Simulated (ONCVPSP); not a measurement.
Sn (Z = 50): one change to an ONCV potential, before and after

- Element: tin (Sn)
- Generator: ONCVPSP 4.0.1
- Type: optimised norm-conserving Vanderbilt (ONCV)
- Functional: PBE
- Relativity: fully relativistic
- Frozen core: [Kr] 4d10
- Valence charge: 4
- Reference configuration: 5s1 5p3
- Partial waves: 5s: rc 2.10 bohr, ncon 4, nbas 8, qcut 2.5 1/bohr, 1 projector; 5p: rc 2.70 bohr, ncon 4, nbas 8, qcut 3.6 1/bohr, 3 projectors, debl 0.5 Ha; d scattering state at 0.26 Ha: rc 2.35 bohr, ncon 4, nbas 8, qcut 4.4 1/bohr, 3 projectors, debl 1.6 Ha
- Local potential: polynomial inside 1.60 bohr (lpopt 4, dvloc0 6 Ha)
- Core correction: none

Open shells are filled in proportion to 2j + 1.

Change: s: nproj 3.

Cutoffs: the cutoffs (Ha) at which the residual kinetic energy of the hardest occupied pseudo-wave falls to 1 and 0.1 mHa per electron; they do not see the model core or the augmentation charge, which bear on the density cutoff. Errors are all-electron minus pseudo energies relative to the spin-unpolarised reference configuration.

Question: What does the change do?

Answer: The potential gets neither clearly harder nor softer (30 Ha and 39 Ha → 30 Ha and 39 Ha); both files keep a bound ghost (d); the errors of the 4 common tests hardly move; the range in which the s phases agree widens (upper end 1.1 → at the end of the scan).

```csv
quantity,base,changed
"cutoff, loose",30 Ha,30 Ha
"cutoff, tight",39 Ha,39 Ha
bound ghosts,"d5/2, d3/2","d5/2, d3/2"
GHOST(+) flags under 300 eV,none,s at 234.2 eV
"error for 5s2 5p2, meV [ΔE -6.96 eV]",+16,+16
"error for 5s2 5p1, meV [ΔE -0.07 eV]",+24,+24
"error for 5s2 5p0, meV [ΔE 13.90 eV]",+54,+47
"error for 5s1 5p2, meV [ΔE 7.56 eV]",-4.1,-4.7
s: phases at 2.13 bohr within 0.05 rad from the reference energy up to (Ha; the scan ends near 5),1.1,to the end of the scan
p3/2: phases at 2.74 bohr within 0.05 rad from the reference energy up to (Ha; the scan ends near 5),4.6,4.6
p1/2: phases at 2.74 bohr within 0.05 rad from the reference energy up to (Ha; the scan ends near 5),5.0,5.0
d5/2: phases at 2.39 bohr within 0.05 rad from the reference energy up to (Ha; the scan ends near 5),to the end of the scan,to the end of the scan
d3/2: phases at 2.39 bohr within 0.05 rad from the reference energy up to (Ha; the scan ends near 5),to the end of the scan,to the end of the scan
```

 A true bound ghost makes a file unfit for plane-wave use even where its test errors are small: the radial tests pick states by their node count and pass the ghost by.
